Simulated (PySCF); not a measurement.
PySCF input file for C₄F₅, SMILES FC([C]=C(F)F)=C(F)F (connectivity only; charge and spin as stated), charge +1, multiplicity 1, C-PCM-B3LYP/def2-SVP. Geometry optimised at PBE0-D3(BJ)/def2-SVP. The spin state was assumed, not searched. The isomer is the one that the SMILES or the coordinates give; other isomers of the formula were not compared. Other conformers were not sampled.

```python
import numpy as np
from pyscf import gto, scf, dft
from pyscf.solvent import pcm

mol = gto.M(
    atom='''
    F     0.16449899   -2.63013756    1.07379697
    C     0.05242998   -1.95000854   -0.00000001
    F     0.16449899   -2.63013757   -1.07379697
    C    -0.10146534   -0.62916282    0.00000000
    C    -0.54946144    0.61794510   -0.00000000
    F    -1.80315901    0.99851615    0.00000000
    C     0.38227919    1.70738498    0.00000000
    F    -0.00235966    2.89491962   -0.00000000
    F     1.62066576    1.53606689   -0.00000000
    ''',
    basis='def2-SVP',
    charge=1,
    spin=0,
    max_memory=1600,
    verbose=3,
)
mf = dft.RKS(mol, xc='b3lyp').density_fit(auxbasis='def2-universal-jkfit')
mf.grids.level = 3
mf.conv_tol = 1e-9
mf.max_cycle = 100
mf.kernel()
res = {}
for name, eps in {'water': 78.355, 'chloroform': 4.7113, '2-propanol': 19.264}.items():
    s = mf.PCM()
    s.with_solvent.method, s.with_solvent.eps, s.with_solvent.lebedev_order = 'C-PCM', eps, 29
    s.kernel(mf.make_rdm1())
    res[name] = (s.e_tot, eps, s.dip_moment(), s.mo_energy, s.converged)
    print(f'{name}: electrostatic solvation free energy {(s.e_tot - mf.e_tot) * 627.509474:.3f} kcal/mol')
```

Program output:

```
converged SCF energy = -650.6907413353

WARN: PCM is an experimental feature. It is still in testing.
Features and APIs may be changed in the future.

converged SCF energy = -650.784153903341

WARN: System has nonzero charge 1; the dipole moment is origin-dependent.
Location of origin: [0. 0. 0.]

Dipole moment(X, Y, Z, Debye):  1.40032,  2.47354, -0.00000
water: electrostatic solvation free energy -58.617 kcal/mol

WARN: PCM is an experimental feature. It is still in testing.
Features and APIs may be changed in the future.

converged SCF energy = -650.765047674939

WARN: System has nonzero charge 1; the dipole moment is origin-dependent.
Location of origin: [0. 0. 0.]

Dipole moment(X, Y, Z, Debye):  1.35158,  2.31599, -0.00000
chloroform: electrostatic solvation free energy -46.628 kcal/mol

WARN: PCM is an experimental feature. It is still in testing.
Features and APIs may be changed in the future.

converged SCF energy = -650.780393969622

WARN: System has nonzero charge 1; the dipole moment is origin-dependent.
Location of origin: [0. 0. 0.]

Dipole moment(X, Y, Z, Debye):  1.39047,  2.44114, -0.00000
2-propanol: electrostatic solvation free energy -56.258 kcal/mol
```

The calculation finished and met its thresholds.

Cost: about 2.6 core-minutes (a rough figure).
